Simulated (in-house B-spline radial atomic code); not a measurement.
The numbers below are computed, except where a source is named.
# Making a Troullier-Martins d channel for Ge, r_c = 1.9 bohr

Ge, [Ar] 3d10 4s2 4p2, non-relativistic PBE, spherical and spin-unpolarised, from an all-electron radial atomic-structure program (B-spline basis) (atomic units). The all-electron 3d level is ε = -1.108006 hartree and its outer maximum at 0.50 bohr.

Inside r_c the pseudo-orbital is u(r) = r^3 exp(p(r)), with p = c0 + c2 r² + c4 r⁴ + … + c12 r¹². The seven coefficients follow from p and its first four derivatives at r_c, from zero curvature of the screened potential at the origin, c4 = −c2²/(2l + 5), and from the norm inside r_c. At r_c the all-electron orbital has P = 0.2072116, P' = -0.3051079, the screened potential V = -0.876408, V' = 0.9630711, V'' = -1.507892, and the norm inside is Q = 0.9855217.

What are p, p' and p'' at r_c?

p = ln(P/r_c^3) = ln(0.2072116/6.859) = -3.49958. p' = P'/P − 3/r_c = -1.47245 − 1.57895 = -3.05139. The radial equation gives p'' = 2(V − ε) − 2(3) p'/r_c − p'² = 0.46320 − (-9.63598) − 9.31100 = 0.78817. Differentiating, p''' = 2V' + 2(3)p'/r_c² − 2(3)p''/r_c − 2p'p'' = -0.82434, and p'''' = 2V'' − 4(3)p'/r_c³ + 4(3)p''/r_c² − 2(3)p'''/r_c − 2p''² − 2p'p''' = 1.2726.

For a trial c2 the five matching conditions are linear in c0, c6, c8, c10 and c12, and c2 is varied until the norm inside r_c equals Q. The root nearest zero gives:

```tsv
n	c_n
0	2.577386
2	-2.462983
4	-0.6740319
6	0.7753779
8	-0.2555233
10	0.03814837
12	-0.002201192
```

Check c4 and p(r_c), and find the screened pseudopotential at the origin.

−c2²/9 = -0.674032, as listed. The terms c_n r_c^n are 2.57739, -8.89137, -8.78405, 36.47834, -43.39697, 23.38902, -4.87193, which sum to -3.49958. Inverting the radial equation, V_l(r) = ε + 3 p'/r + (p'' + p'²)/2, so V_l(0) = ε + (2l + 3) c2 = -1.108006 + 7 × (-2.46298) = -18.3489 hartree, finite where the all-electron potential diverges.

Orbitals and screened potentials:

| r (bohr) | P | u | V all-electron | V pseudo |
| --- | --- | --- | --- | --- |
| 0.19 | 0.5328 | 0.08253 | -90.71 | -18.3 |
| 0.475 | 1.153 | 0.7884 | -18.61 | -16.74 |
| 0.76 | 0.9879 | 1.259 | -6.755 | -11.01 |
| 1.045 | 0.7034 | 0.9212 | -3.281 | -3.695 |
| 1.33 | 0.4747 | 0.5222 | -1.893 | -0.2504 |
| 1.615 | 0.3146 | 0.3167 | -1.231 | -0.5495 |
| 1.9 | 0.2072 | 0.2072 | -0.8764 | -0.8764 |

Logarithmic derivatives P'/P at R = 2.2 bohr, for energies E around ε:

```
E − ε (hartree)  all-electron    pseudo
           -0.5       1.68848   1.74688
          -0.25       1.41322    1.4751
           -0.1      0.974754   1.02648
              0      -1.48333  -1.48334
            0.1       2.66359   2.84932
           0.25       1.79667   1.93331
            0.5       1.43377   1.57987
```
